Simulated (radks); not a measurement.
Numerical settings for the nitrogen ion N2+, [He] 2s2 2p1. Calculated with a radial shooting solver on a logarithmic mesh with Libxc functionals: Dirac Kohn-Sham, PBEsol, spin-unpolarised, spherical densities, point nucleus; open shells fill j = l - 1/2 first. The defaults (mesh step 0.008 in ln r, mesh end at 40 bohr or more with all orbitals vanishing there, Anderson mixing 0.5 over 9 steps, residual threshold near 1e-9 with the energy settled to 1e-9 hartree or 1e-11 of itself, here a cap of 97 iterations) give E = -52.6895 hartree and 2p1/2 at -37.379 eV in 13 iterations. Run on one thread of a shared host, so times are rough (Arm Neoverse N1): 0.06 s of CPU time, 0.06 s wall, 13 iterations on 2476 mesh points. Changes against that run (0 stands for a change within the tolerance of the run):

setting,iterations,converged,E (mhartree),e(2p1/2) (meV),CPU (s)
mesh step in ln r 0.2,97,no,-3.31e+05,-,0.15
mesh step in ln r 0.005,13,yes,0,0,0.08
mesh step in ln r 0.08,21,yes,-0.00299,-0.0247,0.03
mesh end (bohr) 20,13,yes,0,0,0.06
mesh end (bohr) 1,12,level above zero,+1.54e+04,+1.35e+05,0.04
residual threshold 0.1,8,yes,0,-0.164,0.04
residual threshold 1e-16,97,no,0,0,0.27
mixing 0.05,16,yes,0,0,0.07
"linear mixing, mixing 0.8",14,yes,0,0,0.06
"linear mixing, mixing 1",17,yes,0,0,0.06
mixing history 20,16,yes,0,0,0.07
iteration cap 2,2,no,+53,-1.5e+04,0.01

Settled on a wrong energy, with an occupied level pushed above zero by the early mesh end: mesh end (bohr) 1 (+15.4 hartree). Apart from these: no run marked as converged misses the energy by more than 1 mhartree. A mesh that ends early acts as a hard wall.
